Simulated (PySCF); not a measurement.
## From a computed spectrum to the compound

A species of 7 atoms with charge 0 has these harmonic modes (PBE0, small Gaussian bases with core potentials, PySCF 2.14.0):

```
cm⁻¹  km/mol  symmetry
  64     6.5          
  72     6.5          
  86     1.8          
 147    60.8          
 197     0.0          
 200     0.1          
 296     0.0          
 330    35.9          
 330    35.8          
 656     0.0          
 690     8.6          
 692     8.7          
2713     2.7          
2713     2.8          
2714     0.6
```

(1) Which species is it, and in which structure?

Answers

(1) Tl(SH)3 (singlet):
```xyz
7

Tl    0.0000    0.0000    0.0000
S     2.4068   -0.5160    0.0000
H     2.7585    0.7896    0.0000
S    -0.7565    2.3423    0.0000
H    -2.0631    1.9942    0.0000
S    -1.6503   -1.8263    0.0000
H    -0.6954   -2.7838    0.0000
```
Ideal gas at 298.15 K and 1 bar: S = 394.7 J/(mol K), Cp = 112.8 J/(mol K), H − H(0 K) = 24.9 kJ/mol (rigid rotor, harmonic modes, spin degeneracy alone). 
 Other answers can fit too; this one was computed.
